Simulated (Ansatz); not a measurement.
Geometry optimisation, RKS PBE0/def2-SVP (Ansatz).

input.yaml

```yaml
crystal:
  periodic: [false, false, false]
  atoms:
    - { symbol: Hf, position_ang: [0.0, 0.0, 0.0] }
    - { symbol: Cl, position_ang: [0.0, 0.0, 2.52] }
    - { symbol: F, position_ang: [1.8671, 0.0, -0.6593] }
    - { symbol: F, position_ang: [-0.9326, 1.6157, -0.6593] }
    - { symbol: "N", position_ang: [-1.0409, -1.8034, -0.7359] }
    - { symbol: H, position_ang: [-1.5759, -2.4197, -0.0595] }
    - { symbol: H, position_ang: [-1.0055, -2.0526, -1.7656] }
basis:
  gaussian: { orbitals: def2-SVP }
hamiltonian:
  xc: pbe0
relax:
  f_tol: 0.02
  max_steps: 40
```

Launched with:

```bash
$ ansatz run input.yaml --threads 2 --pin off --max-ram 3072MiB --backend cpu --events-out ev --progress --plain --runs-dir out
```

Task: Where does it end, and by what steps?

Result: The forces met the threshold. The force dipped under the threshold on the way, but the program's further checks kept it going. After 18 steps the energy has fallen by 0.921 eV; H7 moved furthest, 1.03 Å.

```json
{"step": "0", "energy less start (eV)": "0.0000", "largest force component (eV/Å)": "2.086", "accepted": "yes"}
{"step": "1", "energy less start (eV)": "-0.7530", "largest force component (eV/Å)": "1.559", "accepted": "yes"}
{"step": "2", "energy less start (eV)": "-0.8668", "largest force component (eV/Å)": "0.180", "accepted": "yes"}
{"step": "3", "energy less start (eV)": "-0.8706", "largest force component (eV/Å)": "0.065", "accepted": "yes"}
{"step": "4", "energy less start (eV)": "-0.8715", "largest force component (eV/Å)": "0.026", "accepted": "yes"}
{"step": "5", "energy less start (eV)": "-0.8579", "largest force component (eV/Å)": "0.820", "accepted": "no"}
{"step": "6", "energy less start (eV)": "-0.8748", "largest force component (eV/Å)": "0.073", "accepted": "yes"}
{"step": "7", "energy less start (eV)": "-0.8767", "largest force component (eV/Å)": "0.277", "accepted": "yes"}
{"step": "8", "energy less start (eV)": "-0.8805", "largest force component (eV/Å)": "0.274", "accepted": "yes"}
{"step": "9", "energy less start (eV)": "-0.8961", "largest force component (eV/Å)": "0.055", "accepted": "yes"}
{"step": "10", "energy less start (eV)": "-0.8934", "largest force component (eV/Å)": "0.165", "accepted": "no"}
{"step": "11", "energy less start (eV)": "-0.9028", "largest force component (eV/Å)": "0.039", "accepted": "yes"}
{"step": "12", "energy less start (eV)": "-0.9078", "largest force component (eV/Å)": "0.186", "accepted": "yes"}
{"step": "13", "energy less start (eV)": "-0.9146", "largest force component (eV/Å)": "0.135", "accepted": "yes"}
{"step": "14", "energy less start (eV)": "-0.9199", "largest force component (eV/Å)": "0.015", "accepted": "yes"}
{"step": "15", "energy less start (eV)": "-0.9190", "largest force component (eV/Å)": "0.305", "accepted": "no"}
{"step": "16", "energy less start (eV)": "-0.9206", "largest force component (eV/Å)": "0.067", "accepted": "yes"}
{"step": "17", "energy less start (eV)": "-0.9207", "largest force component (eV/Å)": "0.053", "accepted": "yes"}
{"step": "18", "energy less start (eV)": "-0.9209", "largest force component (eV/Å)": "0.003", "accepted": "yes"}
```

```xyz
7
Properties=species:S:1:pos:R:3
Hf -0.027 -0.016 -0.003
Cl 0.247 -0.182 2.343
F 1.684 0.027 -0.847
F -1.159 1.465 -0.410
N -0.960 -1.657 -0.687
H -1.968 -1.783 -0.757
H -0.505 -2.513 -0.998
```

Run time: 70 s on 2 threads of Arm Neoverse V2 (shared host), peak memory 0.22 GiB.
